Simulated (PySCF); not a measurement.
## C₆ coefficients of unlike pairs at PBE0

Calculated with PySCF 2.14 from the dipole response of each species, C₆(A,B) = (3/π) ∫ α_A(iu) α_B(iu) du, in atomic units, from isotropic polarisabilities. For ions this is the dispersion term alone; charge-induced terms of lower order in 1/R come first.

```
species           configuration                                                                      basis      relativity  α (bohr³)  C₆ (like pair)
    Mg⁺           [Ne] 3s1 (2S)                                                       def2-TZVPPD (5s5p3d)            none      35.09           154.1
    Se⁺  [Ar] 3d10 4s2 4p3 (4S)                                aug-cc-pwCVTZ-PP with ECP10MDF (8s7p6d4f1g)  core potential      14.27           88.54
   Si²⁺           [Ne] 3s2 (1S)                                                   dyall-acv3z (19s12p6d4f)   spin-free X2C      11.84           41.02
    Ga⁺      [Ar] 3d10 4s2 (1S)  x2c-TZVPPall with one added diffuse shell each of s, p, d type (7s6p5d1f)   spin-free X2C      18.12           89.80
```

Problem. Estimate C₆ for Si²⁺ with Se⁺.

Solution. The integral gives 59.09. The combination rule 2 C_A C_B / (C_A α_B/α_A + C_B α_A/α_B) gives 59.10 and the geometric mean 60.26.

No spin-orbit coupling is included.

The other pairs:

| pair | C₆ |
| --- | --- |
| Ga⁺, Mg⁺ | 109.3 |
| Si²⁺, Mg⁺ | 73.25 |
| Ga⁺, Se⁺ | 87.20 |
| Se⁺, Mg⁺ | 98.39 |
| Ga⁺, Si²⁺ | 60.65 |
